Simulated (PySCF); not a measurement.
**Where the electron goes**

C₅H₆O₂.
Z-matrix (Å and degrees, PBE0-D3(BJ)/def2-SVP geometry), rows numbered from 1:
```
C 
C   1  1.3375
C   2  1.4613  1  125.28
C   3  1.3421  2  123.07  1  -179.71
O   3  1.3821  2  111.25  1     0.48
C   5  1.3396  3  125.52  2  -176.15
O   6  1.1933  5  127.61  3    -0.41
H   1  1.0919  2  120.81  3   179.80
H   1  1.0920  2  121.25  3    -0.14
H   2  1.0940  1  120.21  3  -179.89
H   4  1.0911  3  117.44  2     0.06
H   4  1.0863  3  123.03  2   179.73
H   6  1.1097  5  107.61  3   179.44
```

Level of theory: TDDFT wB97X-D/def2-SVPD, vertical, gas phase, core orbitals frozen in the response in PySCF 2.14.0, density-fitted response routines.

Kohn–Sham orbitals with the atoms that hold most of them (Löwdin shares over 4%, at most four atoms; ? is withheld):

| orbital | ε (eV) | atoms |
| --- | --- | --- |
| LUMO+2 | 2.37 | C1 18%, C6 16%, C2 10%, O5 9% |
| LUMO+1 | 1.58 | C6 34%, O7 24%, O5 12%, C2 9% |
| LUMO | ? | ? |
| HOMO | -8.81 | ? |
| HOMO-1 | -10.49 | O7 62%, C6 12%, O5 8%, H13 6% |
| HOMO-2 | -10.80 | C2 24%, O5 22%, C1 17%, C3 11% |
| HOMO-3 | -12.48 | C1 27%, C2 16%, H9 12%, H8 10% |

Problem. Which atoms hold the HOMO, and with what shares?

Solution. C4 (bonded to C and 2 H) 28%; C1 (bonded to C and 2 H) 21%; C3 (bonded to 2 C and O) 20%; C2 (bonded to 2 C and H) 16%.

Problem. Which atoms hold the LUMO, and with what shares?

Solution. C4 (bonded to C and 2 H) 23%; C1 (bonded to C and 2 H) 20%; C3 (bonded to 2 C and O) 14%; C2 (bonded to 2 C and H) 13%.

Problem. What is the LUMO energy, and the HOMO–LUMO gap?

Solution. ε(LUMO) = 0.52 eV; the gap is 9.33 eV (0.3428 hartree).

Problem. The HOMO–LUMO gap is 9.33 eV. Where does the response calculation put the lowest singlet, and from which orbitals?

Solution. S1 is at 5.64 eV (f = 0.010), 3.69 eV below the gap, made of HOMO-1→LUMO+1 (55%), HOMO-1→LUMO (39%). Its leading pair isn't HOMO and LUMO; the energies of that pair differ by 12.07 eV. Without the coupling terms of the response equations the lowest excitation would equal the gap.

Problem. One configuration dominates each of S2, S3 and S5. Which, and how do the shares of the two leading atoms of either orbital change from the occupied to the empty one?

Solution. 
- S2 (5.74 eV, f 0.392), HOMO→LUMO (92%): C4 28% → 23%, C1 21% → 20%
- S3 (6.35 eV, f 0.231), HOMO→LUMO+1 (94%): C4 28% → at most 10%, C1 21% → at most 10%, C6 at most 16% → 34%, O7 at most 16% → 24%
- S5 (7.07 eV, f 0.106), HOMO-2→LUMO (95%): C2 24% → 13%, O5 22% → at most 13%, C4 at most 12% → 23%, C1 17% → 20%

Löwdin shares depend on the basis, the more so with diffuse functions.

One conformer stands for the species.
